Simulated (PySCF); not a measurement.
Species: HgMe2, C2H6Hg (singlet state).
Bonds: Hg1–C2, Hg1–C6. Hydrogens: H3, H4, H5 on C2; H7, H8, H9 on C6.

A GFN2-xTB structure was refined with PBE0-D3(BJ)/def2-SVP geometry optimisation, gas phase, def2 core potentials past Kr in PySCF. Its GFN2-xTB values:

```json
{"coordinate": "Hg1–C2", "GFN2-xTB": "2.330 Å"}
{"coordinate": "Hg1–C6", "GFN2-xTB": "2.371 Å"}
{"coordinate": "C2–H3", "GFN2-xTB": "1.107 Å"}
{"coordinate": "Hg1–C2–H3", "GFN2-xTB": "111.5°"}
{"coordinate": "C2–Hg1–C6", "GFN2-xTB": "174.9°"}
{"coordinate": "H3–C2–H4", "GFN2-xTB": "110.6°"}
```

How do these coordinates change at the PBE0-D3(BJ)/def2-SVP level?

| coordinate | PBE0-D3(BJ)/def2-SVP (Å or °) | change |
| --- | --- | --- |
| Hg1–C6 | 2.103 | -0.268 |
| Hg1–C2 | 2.104 | -0.226 |
| C2–H3 | 1.101 | -0.006 |
| C2–Hg1–C6 | 179.9 | +5.0 |
| H3–C2–H4 | 108.1 | -2.5 |
| Hg1–C2–H3 | 110.7 | -0.8 |

The energy falls by 79.4 kJ/mol over 6 energy and gradient evaluations, the largest force component goes from 0.0508 to 2.6e-04 Eh/bohr, and the atoms move by 0.217 Å rms after alignment. The bond that changes most is Hg1–C6 (ends: mercury bonded to 2 C; carbon bonded to Hg and 3 H), which shortens by 0.268 Å. Bonds longer at the end by more than 0.005 Å: 3 of 8; shorter: 5. Rotational constants go from 73665, 2807, 2800 to 78847, 3437, 3437 MHz.

The run used 90 basis functions and 44 SCF cycles in all. On one thread, AMD EPYC 9R45 (x86_64), on a shared host, this took 12 s wall and 0.37 GiB of memory at its peak.

Stationary, but not proved a minimum.
